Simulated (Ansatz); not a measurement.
One change: `[SiH3]OC[SiH2]S` becomes `[SiH3]O[CH2][ZnH]`.

Ansatz, PBE0-D4/def2-TZVP geometries, multiplicity 1. Each molecule was computed in one conformer, which needn't be the lowest.

Scalar relativity is left out up to krypton.

```
                                                                                  property  `[SiH3]OC[SiH2]S`
ideal-gas entropy at 298 K and 1 bar (rigid rotor, harmonic PBE0-D4/def2-TZVP) / J/(mol·K)                398
                                            size of the dipole moment (PBE/def2-TZVPP) / D               1.61
                                                       LUMO energy (B3LYP/def2-TZVPP) / eV              -0.33
                                                        LUMO energy (PBE0/def2-TZVPP) / eV              -0.13
                                          size of the dipole moment (B3LYP/def2-TZVPP) / D               1.68
                                                     HOMO–LUMO gap (B3LYP/def2-TZVPP) / eV               6.78
```

**Question.** What does the change do to each property? (Estimate.)

**Answer.** Ansatz gave: 
| property | `[SiH3]O[CH2][ZnH]` | shift |
| --- | --- | --- |
| ideal-gas entropy at 298 K and 1 bar (rigid rotor, harmonic PBE0-D4/def2-TZVP) / J/(mol·K) | 353 | -45 |
| size of the dipole moment (PBE/def2-TZVPP) / D | 1.08 | -0.53 |
| LUMO energy (B3LYP/def2-TZVPP) / eV | -0.91 | -0.58 |
| LUMO energy (PBE0/def2-TZVPP) / eV | -0.64 | -0.51 |
| size of the dipole moment (B3LYP/def2-TZVPP) / D | 1.16 | -0.52 |
| HOMO–LUMO gap (B3LYP/def2-TZVPP) / eV | 6.09 | -0.69 |

With PBE0 the HOMO rises by 0.18 eV and the LUMO falls by 0.51 eV, so the gap narrows by about 0.69 eV. PBE moves the HOMO by 0.15 eV and ωB97M-V by 0.15 eV. The zero-point energy changes by -56.8 kJ/mol with -9 modes. Dipoles are sizes alone; their direction can turn. Modes under 60 cm⁻¹, often nearly free rotors, make the harmonic entropy too high.

B3LYP here is the variant with VWN-RPA as its local correlation; programs differ in this.
